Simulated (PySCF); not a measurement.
Compound: C4H8OSi.
Bonds: C1–C2 (double), C2–C3, C3–C4 (double), C3–O5, O5–Si6. Hydrogens: H7, H8 on C1; H9 on C2; H10, H11 on C4; H12, H13, H14 on Si6.

The same species was optimised twice, with GFN2-xTB and with PBE0-D3(BJ)/def2-SVP (PySCF), and the same property calculations (PySCF, gas phase) were run on both structures.

| coordinate | GFN2-xTB | PBE0-D3(BJ)/def2-SVP | change |
| --- | --- | --- | --- |
| O5–Si6 (Å) | 1.623 | 1.680 | +0.057 |
| C3=C4 (Å) | 1.334 | 1.346 | +0.012 |
| C1=C2 (Å) | 1.327 | 1.337 | +0.010 |
| C3–O5 (Å) | 1.351 | 1.354 | +0.003 |
| C2–C3 (Å) | 1.461 | 1.463 | +0.002 |
| C3–O5–Si6 (°) | 134.3 | 127.2 | -7.1 |
| C2–C3–O5 (°) | 114.7 | 113.9 | -0.8 |
| C4–C3–O5 (°) | 123.4 | 123.9 | +0.5 |
| C2–C3–C4 (°) | 122.0 | 122.3 | +0.3 |
| C1–C2–C3 (°) | 123.8 | 124.0 | +0.2 |
| C1–C2–C3–C4 (°) | 180 | 180 | 0 |
| C2–C3–O5–Si6 (°) | 180 | 179 | -1 |

Rotational constants: A = 5280, B = 1878, C = 1408 MHz (GFN2-xTB) against A = 5426, B = 1835, C = 1394 MHz (PBE0-D3(BJ)/def2-SVP). Point groups within 0.08 Å: Cs and Cs. Atoms that the bonding makes alike are paired by their places after alignment.

On the GFN2-xTB structure: lowest singlet, TDDFT (eV) 5.77 [wB97X-D/def2-SVPD]; lowest triplet, Tamm–Dancoff (eV) 3.39 [wB97X-D/def2-SVPD]; isotropic polarisability (au) 81.0 [wB97X-D/def2-SVPD]; HOMO (eV) -8.46 [wB97X-D/def2-SVPD]; LUMO (eV) 0.95 [wB97X-D/def2-SVPD]; dipole (D) 0.35 [wB97X-D/def2-SVPD]; HOMO (eV) -6.65 [PBE0/pcSseg-1]; LUMO (eV) -0.72 [PBE0/pcSseg-1]; dipole (D) 0.43 [PBE0/pcSseg-1]; GIAO shielding of C1 (ppm) 63.3 [PBE0/pcSseg-1]; GIAO shielding of C2 (ppm) 45.7 [PBE0/pcSseg-1]; GIAO shielding of C3 (ppm) 22.5 [PBE0/pcSseg-1]; GIAO shielding of C4 (ppm) 90.3 [PBE0/pcSseg-1]; GIAO shielding of O5 (ppm) 247.6 [PBE0/pcSseg-1]; GIAO shielding of Si6 (ppm) 393.1 [PBE0/pcSseg-1].

**Question.** What do these properties become on the PBE0-D3(BJ)/def2-SVP structure?

**Answer.** 
```
                                    property              level  on GFN2-xTB  on PBE0-D3(BJ)/def2-SVP  change
                  lowest singlet, TDDFT (eV)  wB97X-D/def2-SVPD         5.77                     5.67   -0.10
           lowest triplet, Tamm–Dancoff (eV)  wB97X-D/def2-SVPD         3.39                     3.30   -0.09
               isotropic polarisability (au)  wB97X-D/def2-SVPD         81.0                     83.2    +2.2
                                   HOMO (eV)  wB97X-D/def2-SVPD        -8.46                    -8.41   +0.05
                                   LUMO (eV)  wB97X-D/def2-SVPD         0.95                     0.90   -0.05
                                  dipole (D)  wB97X-D/def2-SVPD         0.35                     0.44   +0.09
energy, GFN2-xTB geometry as zero (kcal/mol)  wB97X-D/def2-SVPD          0.0                     -3.3    -3.3
                                   HOMO (eV)      PBE0/pcSseg-1        -6.65                    -6.60   +0.05
                                   LUMO (eV)      PBE0/pcSseg-1        -0.72                    -0.77   -0.05
                                  dipole (D)      PBE0/pcSseg-1         0.43                     0.53   +0.10
energy, GFN2-xTB geometry as zero (kcal/mol)      PBE0/pcSseg-1          0.0                     -2.5    -2.5
                  GIAO shielding of C1 (ppm)      PBE0/pcSseg-1         63.3                     60.3    -3.0
                  GIAO shielding of C2 (ppm)      PBE0/pcSseg-1         45.7                     43.5    -2.2
                  GIAO shielding of C3 (ppm)      PBE0/pcSseg-1         22.5                     19.9    -2.6
                  GIAO shielding of C4 (ppm)      PBE0/pcSseg-1         90.3                     88.6    -1.7
                  GIAO shielding of O5 (ppm)      PBE0/pcSseg-1        247.6                    239.5    -8.1
                 GIAO shielding of Si6 (ppm)      PBE0/pcSseg-1        393.1                    387.8    -5.3
```

The heavy atoms differ by 0.054 Å rms after alignment. Among bonds between heavy atoms O5–Si6 changes most (+0.057 Å). Changes are differences of the printed values. Neither structure is proved a minimum here.

The values belong to the conformer `[CH2:1]=[CH:2][C:3](=[CH2:4])[O:5][SiH3:6]`: C1–C2–C3–C4 180°, C2–C3–O5–Si6 179°.

wB97X-D is run here without its empirical dispersion term; that term would change no orbital, density or response property at a fixed geometry.
